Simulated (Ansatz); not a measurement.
Consider the formal hydrolysis of the Al–Cl bond: `[SiH3][Al]([Cl])[SnH3]` + H₂O → `[OH][Al]([SiH3])[SnH3]` + HCl.

Computed with Ansatz on PBE0-D4/def2-TZVP structures; ΔE is electronic, products minus reactants. CBS: MP2 limit from def2 TZ/QZ plus the TZ coupled-cluster correction, frozen cores. This one scheme is used for every species. DFT in def2-TZVPP. B3LYP here is the variant with VWN-RPA as its local correlation; programs differ in this. Elements past krypton have def2 core potentials. For Sn outer-core shells are correlated without core-valence functions, which leaves a few kJ/mol of doubt a bond. Each species was taken in one conformer, which may not be the lowest.

(1) Is it downhill or uphill in electronic energy at CCSD(T)/CBS, and by how much? (Best estimate.)

(2) What do these levels give: PBE0-D4, B3LYP-D4, ωB97M-V, CCSD/def2-TZVPP, MP2/def2-QZVPP, CCSD/CBS(def2)? (An estimate is asked.)

Largest T1 diagnostic among the species: 0.014.

## Answers

(1) Computed: Uphill: ΔE = +31.8 kJ/mol.

(2) Ansatz gave: PBE0-D4 34.6, B3LYP-D4 27.1, ωB97M-V 28.8, CCSD/def2-TZVPP 26.5, MP2/def2-QZVPP 31.8, CCSD/CBS(def2) 31.8 kJ/mol.

In def2-TZVPP, CCSD(T) changes the Hartree–Fock value by −6.5 kJ/mol (the triples alone add −0.0 kJ/mol) and MP2 by −4.0 kJ/mol. From PBE to PBE0 (25 % exact exchange), in def2-TZVPP and without D4, ΔE moves by +4.2 kJ/mol.
